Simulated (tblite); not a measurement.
C₇H₁₄O.
SMILES with atom numbers: `[CH3:1][CH2:2][CH2:3][C@@H:4]1[CH2:5][C@H:6]1[O:7][CH3:8]` (hydrogens: H9, H10, H11 on C1; H12, H13 on C2; H14, H15 on C3; H16 on C4; H17, H18 on C5; H19 on C6; H20, H21, H22 on C8)

The geometry is computed with GFN2-xTB (gas phase).

**Question.** List the bond lengths, angles and torsions at this level.

**Answer.** 
```tsv
bond	length (pm)	order
C1–C2	152.3	single
C2–C3	152.9	single
C3–C4	151.0	single
C4–C5	150.4	single
C5–C6	150.7	single
C6–O7	139.3	single
O7–C8	140.8	single
C4–C6	149.5	single
C1–H9, C1–H10, C1–H11	108.8	single
C2–H12	109.2	single
C2–H13	109.2	single
C3–H14	109.3	single
C3–H15	109.3	single
C4–H16	108.3	single
C5–H17	107.9	single
C5–H18	108.0	single
C6–H19	109.0	single
C8–H20	109.7	single
C8–H21, C8–H22	109.2	single
```

Bonds in one row agree within 1 pm and their mean is given. Orders are formal, as drawn. A selection of angles:
```tsv
angle	degrees
C2–C1–H9	110.5
H9–C1–H10	108.2
C1–C2–C3	111.9
C1–C2–H12	109.7
C1–C2–H13	109.6
C3–C2–H12	108.9
C3–C2–H13	109.1
H12–C2–H13	107.6
C2–C3–C4	111.4
C2–C3–H14	109.5
C2–C3–H15	109.4
C4–C3–H14	109.3
C4–C3–H15	109.5
H14–C3–H15	107.7
C3–C4–C5	121.1
C3–C4–C6	120.1
C3–C4–H16	114.2
C5–C4–C6	60.3
C5–C4–H16	115.8
C6–C4–H16	114.9
C4–C5–C6	59.6
C4–C5–H17	117.7
C4–C5–H18	118.6
C6–C5–H17	117.8
C6–C5–H18	118.1
H17–C5–H18	114.4
C5–C6–O7	120.0
C5–C6–H19	117.0
O7–C6–H19	113.5
C4–C6–C5	60.1
C4–C6–O7	117.9
C4–C6–H19	118.3
C6–O7–C8	113.1
O7–C8–H20	111.1
O7–C8–H22	106.6
H20–C8–H21	108.7
```

Dihedral angles: C1–C2–C3–C4 -179° (antiperiplanar); C2–C3–C4–C5 152° (antiperiplanar); C3–C4–C5–C6 -109° (anticlinal); C4–C5–C6–O7 -107° (anticlinal); C5–C6–O7–C8 -82° (synclinal); C3–C4–C6–C5 111° (anticlinal).

O7 (ether oxygen) is bent (angle 113.1°). The C–C distances run from 1.495 Å (C4–C6, drawn single) to 1.529 Å (C2–C3, drawn single), a spread of 0.034 Å. Of the pairs four or more bonds apart, C5···H21 is among the closest relative to their van der Waals radii: 2.95 Å, 102 % of the sum of Bondi's values. The 3-membered ring C4–C5–C6 has internal angles of 59.6° to 60.3°.

Point group: C1 (no symmetry element, even within 0.4 Å). Its GFN2-xTB frequencies are all real (lowest 58 cm⁻¹). One conformer, not necessarily the lowest.
